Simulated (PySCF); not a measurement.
These 3 structures share the formula C2H7BO. Theory: PySCF, PBE0-D3(BJ)/def2-SVP geometry optimisation, gas phase. One conformer each; no zero-point energy, no entropy. No frequencies were run at this level. Point groups hold within 0.08 Å.

**Question.** Rank from lowest to highest electronic energy at this level (kJ/mol).
A. BH2(OEt) (`[H]B([H])OCC`)
B. `[CH3:1][BH:2][O:3][CH3:4]` with C1–B2–O3–C4 179°
C. `[BH2:1][CH2:2][O:3][CH3:4]` with H–B1–C2–O3 4° and -178°, B1–C2–O3–C4 -177°

**Answer.** B (0.0), A (40.1), C (243.5).

As drawn, the lowest has a B–O bond, which the highest lacks.

```csv
SMILES,E (Eh),E rel (kJ/mol),dipole (D),point group,"A, B, C (MHz)"
CBOC,-180.19116,0.0,1.10,–,"36160, 3843, 3632"
[H]B([H])OCC,-180.17588,40.1,1.89,C1,"22771, 4605, 4482"
BCOC,-180.09842,243.5,1.62,near Cs,"31416, 4276, 3951"
```
